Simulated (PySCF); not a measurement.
# Working with the constants of NaSn

UHF-CCSD(T) constants of NaSn, ⁴Σ⁻ (quartet), unpaired electrons σ ↑, π ↑↑ (Na x2c-SVPall, Sn x2c-SVPall; spin-free X2C with a Gaussian nucleus (PySCF 2.14); masses 22.9898 and 119.9022 u):

| Property | Result |
| --- | --- |
| ωe | 188.6 cm⁻¹ |
| ωexe | 0.634 cm⁻¹ |
| Be | 0.10102 cm⁻¹ |
| αe | 0.000560 cm⁻¹ |
| D (centrifugal) | 1.16e-07 cm⁻¹ |
| De to Na + Sn | 1.18 eV |

(1) Give the vibrational terms G(v) and spacings up to v = 6.

(2) How well does the Morse estimate ωe²/(4ωexe) reproduce De, and what is D0?

Correlated steps freeze 19 core orbitals. Correlated levels converge slowly with the basis: in double zeta they bind strong bonds too weakly, by up to about 1 eV, and carry superposition errors of some tenths. Spin–orbit coupling is left out, which matters for elements this heavy, above all for dissociation energies. The state was picked by a PBE0 search and need not be the measured ground state.

## Answers

(1) G(v) = ωe(v+½) − ωexe(v+½)².

```
v  G(v) (cm⁻¹)  G(v) − G(v−1)  Bv (cm⁻¹)
0         94.1                    0.1007
1        281.5          187.3     0.1002
2        467.5          186.1     0.0996
3        652.3          184.8     0.0991
4        835.9          183.5     0.0985
5       1018.1          182.3     0.0979
6       1199.1          181.0     0.0974
```

(2) It gives 1.74 eV, 147 % of the computed De. D0 = De − G(0) = 1.18 − 0.01 = 1.17 eV.
